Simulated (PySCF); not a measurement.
Compound: C4H3F3 (charge +1 and doublet state).
Z-matrix (Å and degrees, GFN2-xTB geometry), rows numbered from 1:
```
C 
C   1  1.3650
C   2  1.4188  1  122.02
F   3  1.3116  2  119.95  1     0.05
C   3  1.4005  2  123.92  1  -179.96
F   5  1.2867  3  122.31  2     0.03
F   5  1.2806  3  123.73  2  -179.99
H   1  1.0831  2  121.84  3     0.05
H   1  1.0807  2  120.83  3  -179.95
H   2  1.0842  1  121.03  3   179.99
```

The hyperfine couplings belong to this conformer and change with its torsions.

The species is `[CH2][CH+]C(F)=C(F)F` [radical] (charge +1).

Computed, not measured: UKS B3LYP, pcH-1 on C F H, non-relativistic, mean-field spin-orbit, GIAO in PySCF 2.14.0. The structure is a single GFN2-xTB conformer in the gas phase; no vibrational or solvent corrections. Couplings are sensitive to structure, and on GFN2-xTB geometries they can be far from those on DFT ones, by a factor of two or more for some ions and for spin on atoms past the first row. The SCF solution wasn't tested for stability.

Largest spin populations (Mulliken): C1 (+0.43), C5 (+0.32) and C3 (+0.17). Three atoms exceed +0.15.

(1) Find Q in a(H) = Q·ρ(C) for the protons on the planar carbons that carry spin.

## Answers

(1) 
```json
{"H": "H8", "C": "C1", "ρ(C)": "+0.428", "a(H) (G)": "-9.77", "a/ρ (G)": "-22.8"}
{"H": "H9", "C": "C1", "ρ(C)": "+0.428", "a(H) (G)": "-10.13", "a/ρ (G)": "-23.6"}
```

These protons share one ρ (within 0.01), so their mean ratio, Q = -23.2 G, is no test of linearity. In McConnell's picture π spin on carbon polarises the C–H bond and leaves opposite spin at the proton, which makes Q negative, as found here.

Couplings in gauss use g_iso = 2.0040.
